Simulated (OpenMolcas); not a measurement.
**Fe4+, Ru4+, Os4+: d⁴ down the group**

```yaml
Program: OpenMolcas 26.06
Method: MS-CASPT2, IPEA 0.25 Eh, imaginary shift 0.1 Eh
Basis: ANO-R3
Scalar_Hamiltonian: X2C, finite nucleus
Spin-orbit_coupling: state interaction with AMFI integrals over the reference wave functions, term energies averaged over their components
```

Active space for each ion: 4 electrons in 5 orbitals (d); closed shells correlated by CASPT2: Fe4+ 3s 3p; Ru4+ 4s 4p; Os4+ 5s 5p.

Computed levels in cm-1 above ⁵D₀:

| Level | Fe4+ | Ru4+ | Os4+ |
| --- | --- | --- | --- |
| ⁵D₁ | 150 | 486 | 4400 |
| ⁵D₂ | 439 | 1295 | 8250 |
| ⁵D₃ | 852 | 2300 | 11200 |
| ⁵D₄ | 1372 | 3430 | 13150 |
| ³P₀(1) | 24000 | 16420 | 18800 |
| ³P₁(1) | 24900 | 18830 | 25300 |
| ³H₄ | 24950 | 17730 | 20890 |
| ³H₅ | 25280 | 18890 | 25930 |
| ³H₆ | 25640 | 19840 | 28200 |
| weight of ⁵D in the lowest level (%) | 100 | 97 | 64 |

Mixed levels, with the weight of the term that names them: Os4+ ⁵D₀ (64 %), Os4+ ⁵D₄ (68 %), Os4+ ³P₀(1) (51 %), Os4+ ³H₄ (57 %), Os4+ ³H₆ (75 %).

Measured, with the error of the calculation in %. Measured levels: Fe4+ from Corliss and Sugar, J. Phys. Chem. Ref. Data 11, 135 (1982); Os4+ from the list in Palmeri et al., Atoms 14, 22 (2026).

| Level | Fe4+ | Os4+ |
| --- | --- | --- |
| ⁵D₁ | 142 (+5.5) | 4311 (+2.1) |
| ⁵D₂ | 417 (+5.3) | 8083 (+2.0) |
| ⁵D₃ | 803 (+6.1) | 11018 (+1.7) |
| ⁵D₄ | 1283 (+6.9) | 12966 (+1.4) |
| ³P₀(1) | 24055 (-0.2) |  |
| ³P₁(1) | 24973 (-0.3) | 24680 (+2.5) |
| ³H₄ | 24932 (+0.1) | 20374 (+2.5) |
| ³H₅ | 25226 (+0.2) | 25344 (+2.3) |
| ³H₆ | 25528 (+0.4) | 27669 (+1.9) |

The fine-structure level ⁵D₄ changes by a factor of 9.58 from Fe4+ to Os4+.

Without spin-orbit coupling ³P(1) lies 24790, 18030, 15790 cm-1 above ⁵D in that order; the difference to the level ³P₀(1), of either sign, comes from spin-orbit coupling, which also lowers the zero.

CASPT2 does not keep the components of a term degenerate, so their means are used; among the terms shown or strongly mixed into the levels shown the widest spread is 1100 cm-1 (5d⁴ ¹I, Os4+). The CASPT2 spread within a term exceeds the gap to the next term for 5d⁴ ³H and 5d⁴ ³P(1), 5d⁴ ¹I and 5d⁴ ³D, so the order of their levels is uncertain (holds for Os4+). Measured partners are found by configuration, term and J. A level has none where our copy of the source lacks it or the pairing is in doubt (some pairs that miss far off the trend of their configuration count as doubtful), and it then counts in no deviation. Levels of configurations outside the active space are missing.

A number in round brackets counts repeated terms of one configuration in the order of the reference energies.
